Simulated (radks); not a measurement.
Question: Coulomb parameter of the 4f shell of neutral gadolinium in the model configuration [Xe] 4f6 5d1 6s2 6p1, as a second difference U = [E(n + 0.25) + E(n - 0.25) - 2 E(n)] / (0.25)^2 with all orbitals relaxed. "Bare": the charge of the atom changes with n. "Screened": the 6p shell takes up the change at fixed total charge, which measures U(4f,4f) + U(6p,6p) - 2 U(4f,6p). Method: Dirac Kohn-Sham, PBE, spin-unpolarised, spherical densities, point nucleus; open shells are shared between the two j in proportion to 2j + 1; computed with a radial shooting solver on a logarithmic mesh with Libxc functionals. Estimate both.

Answer: U(bare) = 15.604 eV, U(screened by 6p) = 9.786 eV. The step up makes a negative ion, whose loosely bound charge lowers the bare value.
